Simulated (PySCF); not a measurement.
Compound: C2H9GaS.
Atom-mapped SMILES: `[CH3:1][S+:2]([CH3:3])[GaH3-:4]` (hydrogens: H5, H6, H7 on C1; H8, H9, H10 on C3; H11, H12, H13 on Ga4)

Method: PySCF, PBE0-D3(BJ)/def2-SVP geometry optimisation, gas phase; density fitting, grid level 1; the optimiser is geomeTRIC in internal coordinates, started from a GFN2-xTB structure with every atom displaced at random (about 0.01 Å).

Step 0: E = -65408.9127 eV
```
atom  x, y, z in Å  |  force x, y, z in eV/Å
C1     -0.3594    1.5344   -0.3780   -1.097   0.775   0.177
S2     -0.2806    0.3599    0.9776    0.079  -0.371  -0.302
C3     -1.3962   -0.9346    0.3356    1.023   0.469   0.709
Ga4     1.8690   -0.6290    0.1462   -0.296  -0.276  -0.140
H5      0.0608    1.1310   -1.2964    0.208  -0.214  -0.279
H6     -1.4263    1.8245   -0.5434    0.544  -0.118   0.053
H7      0.1889    2.4369   -0.0706    0.069  -0.106  -0.025
H8     -1.3284   -1.7456    1.0535   -0.118  -0.372   0.285
H9     -2.3864   -0.5287    0.2996   -0.976   0.220  -0.123
H10    -1.0287   -1.2773   -0.6191    0.111  -0.163  -0.674
H11     2.7385    0.6115    0.1906    0.540   0.827   0.090
H12     1.3060   -1.0351   -1.2511   -0.224  -0.056  -0.376
H13     2.0486   -1.7648    1.1451    0.137  -0.614   0.604
```

Question: Estimate the geometry and energy of step 1. (The exact step hangs on the optimiser's Hessian estimate; all steps are aligned on step 0, rigid shifts and turns removed.)

Answer: E = -65409.0395 eV, largest force 0.386 eV/Å
```
atom  x, y, z in Å  |  force x, y, z in eV/Å
C1     -0.4449    1.5815   -0.4034    0.146  -0.165   0.039
S2     -0.2352    0.3569    0.9109   -0.017   0.018  -0.032
C3     -1.3742   -0.9151    0.3297   -0.033   0.020  -0.039
Ga4     1.9504   -0.6954    0.1706    0.020   0.114  -0.006
H5     -0.1112    1.1573   -1.3637   -0.071   0.056   0.031
H6     -1.4942    1.8989   -0.4456   -0.047   0.009  -0.026
H7      0.1862    2.4384   -0.1419    0.053   0.057  -0.003
H8     -1.3213   -1.7440    1.0480   -0.018  -0.008  -0.004
H9     -2.4015   -0.5152    0.2980    0.122  -0.064   0.008
H10    -1.0501   -1.2700   -0.6611   -0.081  -0.001   0.042
H11     2.8619    0.6252    0.2764   -0.188  -0.337  -0.010
H12     1.3483   -1.0629   -1.2763    0.150   0.038   0.217
H13     2.0917   -1.8724    1.2480   -0.037   0.265  -0.218
```

The energy changes by -0.1269 eV. The first-order estimate −F·Δx gives -0.3684 eV and the mean of the old and new forces, exact on a quadratic surface, -0.1355 eV. The step makes an angle of 70° with the force vector and moves no atom by more than 0.187 Å.

What follows is the cost of the whole optimisation. The run took 42 s wall on Arm Neoverse V2, one thread, on a shared host, and the process peaked at 0.53 GiB of memory.
